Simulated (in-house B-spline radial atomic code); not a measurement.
**Zn11+: [Ar] 3d1**

Computed with an all-electron radial atomic-structure program (B-spline basis): non-relativistic TPSS, spin-polarised, spherical fractional occupations, point nucleus.

Effective charges: Z_r = [3n² - l(l+1)]/(2<r>) from the radius, Z_e = n√(-2ε) from the energy, and Slater's rules. Values are occupation-weighted means over spin.

```json
{"shell": "1s", "electrons": "2", "ε (eV)": "-9744", "<r> (bohr)": "0.05109", "Z_r": "29.36", "Z_e": "26.76", "Slater": "29.70"}
{"shell": "2s", "electrons": "2", "ε (eV)": "-1464.3", "<r> (bohr)": "0.2288", "Z_r": "26.23", "Z_e": "20.75", "Slater": "25.85"}
{"shell": "2p", "electrons": "6", "ε (eV)": "-1328.1", "<r> (bohr)": "0.1991", "Z_r": "25.11", "Z_e": "19.76", "Slater": "25.85"}
{"shell": "3s", "electrons": "2", "ε (eV)": "-408.65", "<r> (bohr)": "0.6221", "Z_r": "21.70", "Z_e": "16.44", "Slater": "18.75"}
{"shell": "3p", "electrons": "6", "ε (eV)": "-363.83", "<r> (bohr)": "0.6196", "Z_r": "20.17", "Z_e": "15.51", "Slater": "18.75"}
{"shell": "3d", "electrons": "1", "ε (eV)": "-291.87", "<r> (bohr)": "0.5869", "Z_r": "17.89", "Z_e": "13.89", "Slater": "12.00"}
```

The least bound orbital is 3d up at -291.9 eV, while the most diffuse is 3s down (<r> = 0.6226 bohr against 0.5869 bohr): energy order and size order differ.
